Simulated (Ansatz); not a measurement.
`[AlH2][SiH]([SiH3])Cl` + H₂ → `[SiH3][SiH2]Cl` + `[AlH3]`  (hydrogenolysis of the Si–Al bond)

Gas-phase electronic energies from Ansatz, PBE0-D4/def2-TZVP geometries. CCSD(T)/CBS adds triple-zeta CCSD(T) − MP2 to the extrapolated MP2 energy (def2 sets, frozen cores). This one scheme is used for every species. DFT in def2-TZVPP. B3LYP here is the variant with VWN-RPA as its local correlation; programs differ in this. HSE06 is defined as in plane-wave codes.

`[AlH2][SiH]([SiH3])Cl`:

```xyz
10

Al    0.991   -0.544    1.978
Si   -0.143    0.840    0.295
Si   -0.499   -0.271   -1.737
Cl   -2.004    1.465    0.993
H     0.225   -1.023    3.281
H     2.495   -0.979    1.714
H     0.635    2.078   -0.006
H    -1.243    0.590   -2.694
H    -1.276   -1.517   -1.498
H     0.818   -0.640   -2.326
```

H₂:

Z-matrix (Å, degrees):
```
H
H 1 0.746
```

`[SiH3][SiH2]Cl`:

Cartesian coordinates in Å:
```
Si 0.174 -0.797 0.887
Si -0.288 0.673 -0.871
Cl 1.196 2.107 -0.941
H -0.884 -1.842 0.955
H 0.204 -0.046 2.169
H 1.491 -1.446 0.661
H -0.308 -0.022 -2.182
H -1.584 1.373 -0.678
```

`[AlH3]`:

Cartesian coordinates in Å:
```
Al 0.000 0.000 0.000
H 0.935 0.575 1.145
H -1.576 0.116 0.131
H 0.641 -0.691 -1.275
```

Question: Is it downhill or uphill in electronic energy at CCSD(T)/CBS, and by how much? (Estimate.)

Answer: Ansatz gave: Downhill: ΔE = -7.9 kJ/mol.

Question: What do these levels give: PBE-D4, BLYP-D4, r2SCAN-D4, B3LYP-D4, HSE06-D4, ωB97M-V, PBE-QIDH, PBE0, r2SCAN0, MP2/def2-SVP, CCSD(T)/def2-TZVPP, MP2/CBS(def2)? (An estimate is asked.)

Answer: Ansatz gave: PBE-D4 7.6, BLYP-D4 -4.0, r2SCAN-D4 -2.1, B3LYP-D4 -9.0, HSE06-D4 0.9, ωB97M-V -15.3, PBE-QIDH -8.8, PBE0 -4.6, r2SCAN0 -8.4, MP2/def2-SVP -20.3, CCSD(T)/def2-TZVPP -10.9, MP2/CBS(def2) -8.1 kJ/mol.

Largest T1 diagnostic among the species: 0.012.

From r2SCAN to r2SCAN0 (25 % exact exchange), in def2-TZVPP and without D4, ΔE moves by −4.7 kJ/mol. In def2-TZVPP, CCSD(T) changes the Hartree–Fock value by +30.3 kJ/mol (the triples alone add +5.7 kJ/mol) and MP2 by +30.1 kJ/mol. Leaving LDA and LC-ωPBE aside and taking each functional with its dispersion term where it has one, the values, not all of them listed here, spread over 26.8 kJ/mol, from B97M-V to revPBE-D4.
